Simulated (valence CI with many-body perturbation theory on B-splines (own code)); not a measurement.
# Which ion has this spectrum?

A relativistic CI+MBPT calculation for an atom or ion with 8 electrons gives these levels (× 10³ cm⁻¹):

```
J  Parity       E     g
2    even    0.00  1.31
0    even  461.69      
1    even  9323.6  1.47
2    even  9474.3  1.12
2     odd   12407  1.47
1     odd   13046  1.16
0    even   18984      
0     odd   21821      
1     odd   22122  1.27
0    even   25752      
2     odd   64048  1.49
1     odd   64118  1.15
1    even   64969  1.47
2    even   64982  1.16
```

The energies are calculated, and their last digits are not significant.

(1) Which is it?
A. Hf64+
B. Lu63+
C. Tm61+
D. Ta65+

Answers

(1) B. Lu63+, ground level (2s^2 2p1/2^2 2p3/2^2) J=2.
